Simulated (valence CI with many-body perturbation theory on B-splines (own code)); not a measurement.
## Sb: key properties

Calculated by configuration interaction combined with many-body perturbation theory (CI+MBPT): five valence electrons over a frozen Dirac-Fock core [Kr] 4d10, radial functions for each j: 9 s, 9 p, 8 d, 6 f, 3 g, 1 h, with the one-electron correlation potential Σ1 (screened to all orders), the two-electron term Σ2, the three-electron term Σ3, Breit, model QED; selected single and double excitations, second order for the rest, scaled by the run's own slope (own B-spline code, finite nucleus).

Against 19 measured levels this calculation errs by 60 cm⁻¹ on average and by 198 at most. These come from a selection out of the NIST Handbook of Basic Atomic Spectroscopic Data. Levels without a partner in it may be off by more. Among the levels kept, up to 1600 cm⁻¹ of a level comes from second order outside the variational space, and about a tenth of that is noise between levels of different J, which matters for small intervals.

Rates and lifetimes use the calculated energies. Strong lines usually hold to 10 to 20 %, long lifetimes can be off by a factor of two.

Task: What is the ground level?

Result: 5s2 5p3 4S°_3/2, composition 90 % 5s2 5p3 4S° + 4 % 5s2 5p3 2P°, g = 1.971.

Task: What are the static dipole polarisabilities of the lowest levels?

Result: 5s2 5p3 4S°_3/2 42.0 (tensor -0.25); 5s2 5p3 2D°_3/2 45.2 (tensor -3.2); 5s2 5p3 2D°_5/2 45.2 (tensor -0.79); 5s2 5p3 2P°_1/2 48.9 bohr³, of which the core gives 1.68. The recommended value for the atom is 43 ± 2 bohr³ (Schwerdtfeger and Nagle, table of static dipole polarizabilities (2023 update)).

Task: Name the longest-lived excited levels whose lifetime is computed, and their main decay.

Result: 5s2 5p3 2D°_5/2 at 9846 cm⁻¹ lives 11.6 s, mostly by M1 to 5s2 5p3 4S°_3/2; 5s2 5p3 2D°_3/2 at 8503 cm⁻¹ lives 1.11 s, mostly by M1 to 5s2 5p3 4S°_3/2; 5s2 5p3 2P°_1/2 at 16388 cm⁻¹ lives 234 ms, mostly by M1 to 5s2 5p3 4S°_3/2.

Task: Where does the other parity begin?

Result: At 5s2 5p2 6s 4P_1/2, 43256 cm⁻¹.

Task: How well does LS coupling describe the low levels?

Result: Among the lowest 20 levels the leading LS term, summed over configurations, holds 72 % on average. For single configurations the figures are 64 % in LS and 67 % in jj coupling. Terms mix most in the J = 3/2 level at 52508 cm⁻¹, where the leading one holds 44 %.
